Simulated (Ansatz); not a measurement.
C2H3BFN (`FB1CC=N1`) from Hartree–Fock to CCSD(T)

Cartesian coordinates in Å:
```
F 0.012 0.604 -2.271
B 0.189 0.193 -1.040
C -0.506 0.460 0.367
C 0.440 -0.702 0.582
N 1.087 -0.853 -0.526
H -0.227 1.364 0.912
H -1.570 0.264 0.508
H 0.574 -1.330 1.470
```

Charge 0, multiplicity 1. The structure was optimised at the PBE0-D4/def2-TZVP level. Frozen core, restricted reference, the Gaussian-basis code of Ansatz. CBS rows extrapolate triple and quadruple zeta; past MP2 they add the triple-zeta difference.

```tsv
basis	HF (Eh)	MP2 corr.	CCSD corr.	(T)	CCSD(T) total
def2-SVP	?	-0.67893	-0.70764	-0.02304	?
def2-TZVPP	-256.19345	-0.84794	-0.86779	-0.03684	-257.09808
def2-QZVPP	?	-0.91207	–	–	–
CBS(def2)	-256.20645	?	?	as TZ	?
```

Fill in the withheld values. (Estimate.)

Ansatz gave: def2-SVP HF (Eh): -255.88975; def2-SVP CCSD(T) total: -256.62043; def2-QZVPP HF (Eh): -256.20488; CBS(def2) MP2 corr.: -0.95957; CBS(def2) CCSD corr.: -0.97943; CBS(def2) CCSD(T) total: -257.22272.
